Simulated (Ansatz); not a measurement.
Energy needed to pull apart C$_{2}$H$_{2}$Zn (SMILES C#[C][ZnH]), singlet, into free ground-state atoms, from the structure below (displaced at random from a GFN2-xTB minimum); no zero-point or spin–orbit terms; open-shell atoms are treated unrestricted, in their ground-state multiplicity.

```xyz
5
angstrom
C -1.4564 -0.5096 -0.0169
C -0.3729 -0.1951 0.0178
Zn 1.4988 0.4657 0.1111
H -2.4447 -0.8378 -0.0932
H 2.8549 1.0562 0.0302
```

Ansatz 0.2.0; basis: def2-TZVPP; cores frozen in the correlated methods. The 3s and 3p shells of Cu and Zn are frozen; filled d shells are correlated.

```json
{"method": "PBE-D4", "atomization energy (kcal/mol)": "405.6"}
{"method": "r2SCAN-D4", "atomization energy (kcal/mol)": "?"}
{"method": "PBE0-D4", "atomization energy (kcal/mol)": "?"}
{"method": "LC-wPBE", "atomization energy (kcal/mol)": "403.1"}
{"method": "wB97X-V", "atomization energy (kcal/mol)": "397.4"}
{"method": "wB97M-V", "atomization energy (kcal/mol)": "398.5"}
{"method": "HF", "atomization energy (kcal/mol)": "284.3"}
{"method": "MP2", "atomization energy (kcal/mol)": "398.0"}
{"method": "CCSD", "atomization energy (kcal/mol)": "376.3"}
{"method": "CCSD(T)", "atomization energy (kcal/mol)": "384.0"}
```

**Question.** What does r2SCAN-D4 give? (To be estimated.)

**Answer.** Computed: 399.3 kcal/mol, which is about 15.3 kcal/mol more than CCSD(T)/def2-TZVPP.

**Question.** What does PBE0-D4 give? (Judge from chemistry; the value comes from the calculation.)

**Answer.** The calculation gives: 398.2 kcal/mol, which is about 14.2 kcal/mol more than CCSD(T)/def2-TZVPP.

In triple zeta the MP2 and coupled-cluster atomization energies are still short of their basis limit by a few kcal/mol a bond, whereas those of the functionals are nearly converged, so these differences are not deviations from converged CCSD(T).

T1 diagnostic: at most 0.016.

For scale, one of the runs: CCSD(T)/def2-TZVPP forces, 154 basis functions (an equivalent command: `ansatz run in.yaml --threads 4`). The run took 56 s on 4 CPU threads (shared host), with 1.9 GiB of host memory at its peak.
